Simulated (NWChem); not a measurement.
**A calculation on H3O2Sb**

```xyz
6

Sb    -0.0768    -0.1563     0.2950
H     -1.0442    -1.3107    -0.5515
O      1.3885    -0.4584    -1.0240
H      2.1920    -0.0159    -0.7243
O     -0.9045     1.4560    -0.5157
H     -1.1015     1.3188    -1.4511
```
Charge 0, spin multiplicity 1.

Everything below was run with NWChem. Structure: optimised with PBE0/def2-SVP with def2 effective core potentials on Sb, a minimum by its harmonic frequencies. It is one conformer; others weren't searched.

Symmetry labels belong to the abelian group C1 used in the runs, with the axes of the coordinates shown.

Effective core potentials replace the inner electrons of Sb; spin-orbit coupling is left out. The structure started from a generated list of species.

List the lowest 3 singlet excitations that CIS/def2-SVP with def2 effective core potentials on Sb gives, with oscillator strengths.


```tsv
state	symmetry	energy (eV)	wavelength (nm)	f
1	a	6.52	190	0.158
2	a	6.87	180	0.230
3	a	8.01	155	0.013
```
